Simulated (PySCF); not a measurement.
**TDDFT excited states: C6H7O2P**

Species: C6H7O2P.
SMILES: `C=Cc1pcoc1OC`

Method used: TDDFT PBE0/def2-SVPD, vertical, gas phase, core orbitals frozen in the response in PySCF 2.14.0, density-fitted response routines. Isolated species at its GFN2-xTB geometry (one conformer only). Torsions of this conformer, `[CH2:1]=[CH:2][c:3]1[p:4][cH:5][o:6][c:7]1[O:8][CH3:9]`: C1–C2–C3–P4 0°, O6–C7–O8–C9 0°.

Problem. List the vertical singlet excitations with oscillator strengths and describe the spectrum.

Solution. 

| state | E (eV) | λ (nm) | f | symmetry | main configurations (H = HOMO, L = LUMO) |
| --- | --- | --- | --- | --- | --- |
| S1 | 4.18 | 296.5 | 0.086 | A′ | H→L (94%) |
| S2 | 5.29 | 234.2 | 0.169 | A′ | H→L+1 (85%), H-1→L (10%) |
| S3 | 5.39 | 229.8 | 0.057 | A′ | H-1→L (78%), H-1→L+1 (12%) |
| S4 | 5.52 | 224.5 | 0.0000 | – | H→L+2 (82%), H→L+3 (14%) |
| S5 | 5.72 | 216.9 | 0.0002 | – | H→L+3 (80%), H→L+2 (13%) |
| S6 | 5.81 | 213.4 | 0.014 | A″ | H-2→L (94%) |
| S7 | 6.03 | 205.5 | 0.330 | A′ | H-1→L+1 (79%) |
| S8 | 6.33 | 195.9 | 0.0033 | A″ | H→L+4 (43%), H→L+5 (32%), H-1→L+3 (12%) |

Triplets, Tamm–Dancoff:

```
state  E (eV)  λ (nm)  main configurations (H = HOMO, L = LUMO)
   T1    2.95   420.5                    H→L (69%), H-1→L (24%)
   T2    3.30   375.9       H→L+1 (62%), H-1→L (20%), H→L (11%)
   T3    4.06   305.3       H-1→L (50%), H→L+1 (29%), H→L (15%)
```

The lowest singlet comes at 297 nm (403 kJ/mol) in the ultraviolet; it is of moderate strength; its leading configuration is HOMO→LUMO (94%). The strongest level in the table is S7 at 6.03 eV (205 nm, f = 0.330). Löwdin shares by element: HOMO carbon 62% or more (atoms not listed hold the other 38%); LUMO phosphorus 38%, carbon 35% or more, oxygen 8% or more (atoms not listed hold the other 19%). Of the 8 states listed, 5 reach f = 0.01 and 2 stay under 0.0005. Weighted by f, the mean energy of these states is 5.54 eV. The listed states span 2.15 eV, and the widest gap between neighbours is 1.11 eV (S1 to S2). Symmetry labels in Cs follow from the direction of the transition dipole and are given only for states with f of 0.002 or more. Singlets were solved by full linear response, triplets in the Tamm–Dancoff approximation.
